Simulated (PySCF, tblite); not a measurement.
Isomers of C3H11FSSi3, one GFN2-xTB conformer each. Single-point energies are computed at PBE0/pcSseg-1 (PySCF, gas phase, no added dispersion term), electronic only.

Task: Rank them by PBE0/pcSseg-1 energy, lowest first (kcal/mol).
A. `[F:1]/[CH:2]=[C:3](/[SiH3:4])[CH2:5][SiH2:6][S:7][SiH3:8]` with C2–C3–C5–Si6 80°, C3–C5–Si6–S7 82°, C5–Si6–S7–Si8 -179°
B. `[F:1]/[C:2]([SiH3:3])=[CH:4]/[CH2:5][SiH2:6][S:7][SiH3:8]` with C2–C4–C5–Si6 -102°, C4–C5–Si6–S7 177°, C5–Si6–S7–Si8 66°

Result: A (0.0), B (4.0).

GFN2-xTB itself gives, in the same order: 0.0, 1.4. Both levels put the same isomer lowest.

Task: Which frontier levels, dipoles and rotational constants go with these structures?

Result: 
```csv
SMILES,"HOMO (eV, PBE0/pcSseg-1)",LUMO (eV),dipole (D),"A, B, C (MHz)"
F/C=C(/[SiH3])C[SiH2]S[SiH3],-7.24,-0.23,0.49,"1495, 495.3, 411.1"
F/C([SiH3])=C/C[SiH2]S[SiH3],-7.00,-0.60,1.64,"2178, 349.8, 332.4"
```

Task: What happens when harmonic zero-point energies from GFN2-xTB frequencies are added?

Result: 
```tsv
SMILES	ZPE (kcal/mol)	electronic (kcal/mol)	with ZPE (kcal/mol)
F/C=C(/[SiH3])C[SiH2]S[SiH3]	74.3	0.0	0.0
F/C([SiH3])=C/C[SiH2]S[SiH3]	74.1	4.0	3.8
```

The zero-point energies span 0.2 kcal/mol. The order is unchanged.
